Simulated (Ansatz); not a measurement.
```yaml
atoms:
  - { symbol: Mg, position_ang: [0.0000, 0.0000, 0.0000] }
  - { symbol: H, position_ang: [0.0000, 3.3230, 0.0000] }
  - { symbol: Li, position_ang: [0.0000, -5.1971, 0.0000] }
```

Basis set: pcseg-2 (spherical functions). Charge 0, multiplicity 1.

Computed with Ansatz (development build ahead of 0.2.0); each method stands on the lowest determinant of its kind that the runs found. Restricted functionals stand beside restricted open-shell atoms, which can lie above the unrestricted atoms usual in DFT and then raise those values.

The atomization energy at this shape (free ground-state atoms in the same class of orbitals less the molecule, no zero-point energy) of singlet LiMgH:

```json
{"method": "r²SCAN (unrestricted)", "atomization energy": "29.1 kJ/mol"}
```

Q: What does r²SCAN (restricted) give?

A: -34.2 kJ/mol. Caution: charge can spread falsely over distant fragments; the shape is not the minimum. Caution for r²SCAN (unrestricted): the unrestricted determinant is a mixture of spin states. Caution for r²SCAN (restricted): an unrestricted determinant lies well below.
